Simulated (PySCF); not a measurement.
Frontier levels across methods

Compound: C4H5BO2.
Z-matrix (Å and degrees, PBE0-D3(BJ)/def2-SVP geometry), rows numbered from 1:
```
C 
C   1  1.3393
C   2  1.4433  1  124.30
C   3  1.3524  2  131.46  1   179.59
O   4  1.3632  3  110.04  2  -179.88
B   5  1.3765  4  105.53  3    -0.01
O   6  1.3717  5  109.92  4    -0.07
H   1  1.0927  2  120.97  3     0.07
H   1  1.0916  2  121.02  3  -179.96
H   2  1.0942  1  120.59  3   179.98
H   4  1.0873  3  131.26  2     0.02
H   6  1.1950  5  125.00  4   179.98
```

Basis pcSseg-1 throughout (PySCF), one geometry. The structure is a single PBE0-D3(BJ)/def2-SVP conformer in the gas phase; no vibrational or solvent corrections.

**Question.** How do the orbital energies, the gap and the dipole change with the method?

**Answer.** 
```
   method                    kind  HOMO (eV)  LUMO (eV)  gap (eV)  μ (D)  SCF cycles
     BLYP                     GGA      -5.42      -1.68      3.74   1.52          17
    B97-D                     GGA      -5.50      -1.73      3.77   1.49          17
      KT3                     GGA      -5.53      -1.75      3.78   1.43          16
     BP86                     GGA      -5.69      -1.94      3.75   1.51          16
    B3LYP           global hybrid      -6.36      -1.12      5.24   1.56          14
     PBE0           global hybrid      -6.56      -0.92      5.64   1.55          14
CAM-B3LYP  range-separated hybrid      -7.78       0.19      7.97   1.61          13
  wB97X-D  range-separated hybrid      -8.30       0.81      9.12   1.57          14
```

The HOMO spans 2.88 eV, from BLYP down to wB97X-D, and the gap runs from 3.74 eV (BLYP) to 9.12 eV (wB97X-D). Over the methods BLYP (0 %), B97-D (0 %), KT3 (0 %), BP86 (0 %), B3LYP (20 %), PBE0 (25 %), a straight line through the gap against the share of exact exchange rises by 0.75 eV for each 10 % (correlation coefficient 1.000). The dipole ranges from 1.43 D (KT3) to 1.61 D (CAM-B3LYP). This basis has no diffuse functions.
